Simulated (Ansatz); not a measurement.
One geometry of CuF2, several levels of theory.

```yaml
crystal:
  periodic: [false, false, false]
  atoms:
    - {symbol: Cu, position_ang: [0.000108, 0.000063, 0.000001]}
    - {symbol: F, position_ang: [-0.016892, -0.020850, 1.737478]}
    - {symbol: F, position_ang: [0.016784, 0.020787, -1.737480]}
basis:
  gaussian: {orbitals: STO-3G}
magnetization: {spin_polarized: true, initial_magnetization: 1}
hamiltonian: {xc: hf}
scf: {omitted_lower_state_checks: [starts]}
output: {orbitals: {seedname: orbitals}}
```

The file start.molden holds the orbitals of an earlier run on this structure, at another level or in another basis.

```sh
$ ansatz run in.yaml --threads 4 --pin off --events-out ev --progress --plain --max-ram 3916MiB
```

Output, abridged:

```
Functional definition: HF
295 factors; integrals over basis functions are off by at most 6.5e-4 eV
mean field evaluation 1: about -49206.3708 eV, gradient 7.8e1 eV
mean field evaluation 2: about -49208.5322 eV, gradient 7.8e1 eV
mean field evaluation 4: about -49370.8458 eV, gradient 3.9e1 eV
mean field evaluation 8: about -49425.9384 eV, gradient 4.7e0 eV
mean field evaluation 16: about -49429.2282 eV, gradient 1.8e0 eV
a density is far from that of the atoms, so the factors are made again for it
305 factors; integrals over basis functions are off by at most 2.9e-5 eV
mean field evaluation 32: about -49429.2818 eV, gradient 6.6e-1 eV
mean field -49429.28665650 eV, -1816.4927802527 hartree, gradient 7.3e-6 eV, S^2 1.565322; 0 other end points of the search recorded, 0 dependent functions left out
reference -49429.28665650 eV, -1816.4927802527 hartree; 24, 23 occupied and 4, 5 virtual orbitals, 305 factors
Total energy: -49429.28665650 eV, -1816.4927802527 hartree
Checks for a lower state left out: starts
```

Hardware: 4 threads of Arm Neoverse V1 on a shared host. Wall time 0.45 s.

As the first input, with `gaussian: {orbitals: def2-TZVP, initial_orbitals: start.molden}`, `hamiltonian: {xc: pbe, dispersion: d4}` (abridged; 7 s):

```
Functional definition: PBE
mean field evaluation 16: about -50065.4633 eV, gradient 1.1e0 eV
mean field evaluation 32: about -50065.6134 eV, gradient 8.9e-6 eV
mean field -50065.61341081 eV, -1839.8773571555 hartree, gradient 3.7e-6 eV, S^2 0.751942; 2 other end points of the search recorded, 0 dependent functions left out
Total energy: -50065.64252845 eV, -1839.8784272092 hartree
Checks for a lower state left out: starts
```

The first input with `gaussian: {orbitals: 6-31G}` (abridged; 0.3 s):

```
Functional definition: HF
mean field evaluation 16: about -50003.2041 eV, gradient 2.1e-5 eV
mean field -50003.20407506 eV, -1837.5838563693 hartree, gradient 2.1e-5 eV, S^2 0.754247
Total energy: -50003.20407506 eV, -1837.5838563693 hartree
Checks for a lower state left out: starts
```

First input, but with `gaussian: {orbitals: def2-SVP, initial_orbitals: start.molden}`, `hamiltonian: {xc: pbe, dispersion: d4}` (abridged; 3.8 s):

```
Functional definition: PBE
mean field evaluation 16: about -50051.7376 eV, gradient 1.2e-5 eV
mean field -50051.73762245 eV, -1839.3674313387 hartree, gradient 3.1e-6 eV, S^2 0.751631
Total energy: -50051.76675627 eV, -1839.3685019869 hartree
Checks for a lower state left out: starts
```

First input, but with `gaussian: {orbitals: def2-TZVP, initial_orbitals: start.molden}`, `hamiltonian: {xc: lda}` (abridged; 3.2 s):

```
Functional definition: SPW92
mean field evaluation 16: about -49967.3556 eV, gradient 1.3e0 eV
mean field evaluation 32: about -49967.5505 eV, gradient 8.6e-6 eV
mean field -49967.55052746 eV, -1836.2736126621 hartree, gradient 2.1e-6 eV, S^2 0.751937; 2 other end points of the search recorded, 0 dependent functions left out
Total energy: -49967.55057289 eV, -1836.2736143316 hartree
Checks for a lower state left out: starts
```

First input, but with `gaussian: {orbitals: def2-TZVP, initial_orbitals: start.molden}`, `hamiltonian: {xc: {name: BHLYP}, dispersion: d4}` (abridged; 3.5 s):

```
Functional definition: BHLYP
mean field -50074.00165668 eV, -1840.1856195056 hartree, gradient 1.1e-5 eV, S^2 0.753881
Total energy: -50074.03931543 eV, -1840.1870034390 hartree
Checks for a lower state left out: starts
```

First input, but with `gaussian: {orbitals: def2-TZVPP, initial_orbitals: start.molden}`, `correlation: {method: ccsd_t, frozen_orbitals: {Cu: 9, F: 1}}`, `scf: {omitted_lower_state_checks: [starts, cluster_reference]}` and without the key `hamiltonian` (abridged; 14 s):

```
Functional definition: HF
mean field -50013.84627071 eV, -1837.9749498460 hartree, gradient 2.8e-6 eV, S^2 0.754488
11 core orbitals not correlated: weight in the atoms' cores, before any rotation towards them, 1.000 or more for the frozen orbitals, at most 0.000 for the correlated occupied ones
second order -24.82652955 eV of doubles, -0.00000000 eV of singles
cycle   1  -23.30931886 eV  change     1.5e0 eV  update   1.3e-1
cycle   2  -23.93072176 eV  change   -6.2e-1 eV  update   4.5e-2
cycle   3  -24.07946069 eV  change   -1.5e-1 eV  update   2.9e-2
cycle   4  -24.08181452 eV  change   -2.4e-3 eV  update   1.5e-2
cycle   5  -24.08913319 eV  change   -7.3e-3 eV  update   8.9e-3
cycle   6  -24.10744205 eV  change   -1.8e-2 eV  update   3.6e-3
cycle   7  -24.11075073 eV  change   -3.3e-3 eV  update   1.3e-3
cycle   8  -24.11075612 eV  change   -5.4e-6 eV  update   4.9e-4
cycle   9  -24.11077937 eV  change   -2.3e-5 eV  update   1.9e-4
cycle  10  -24.11085073 eV  change   -7.1e-5 eV  update   7.7e-5
cycle  11  -24.11074249 eV  change    1.1e-4 eV  update   3.5e-5
cycle  12  -24.11081202 eV  change   -7.0e-5 eV  update   1.6e-5
cycle  13  -24.11079606 eV  change    1.6e-5 eV  update   5.8e-6
perturbative correction -0.71154379 eV, -0.0261487520 hartree
Total energy: -50038.66861055 eV, -1838.8871540101 hartree
Checks for a lower state left out: starts, cluster_reference
```

Geometry: PBE-D4/def2-TZVP.

The 6-31G sets use Cartesian d functions. Correlated methods freeze 11 core orbitals. At HF/STO-3G the charge 0 doublet is spin-contaminated (final ⟨S²⟩ up to 1.57, 0.75 for a pure state). At PBE-D4/def2-TZVP, PBE-D4/def2-SVP, LDA (SPW92)/def2-TZVP the gap within one spin of the charge 0 doublet nearly closes, so an electron or hole may be smeared out by delocalisation error. At LDA (SPW92)/def2-TZVP an occupied level of the charge 0 doublet lies above an empty one (by up to 0.21 eV), so this SCF solution is probably not the lowest. No other spin state of charge 0 was run.
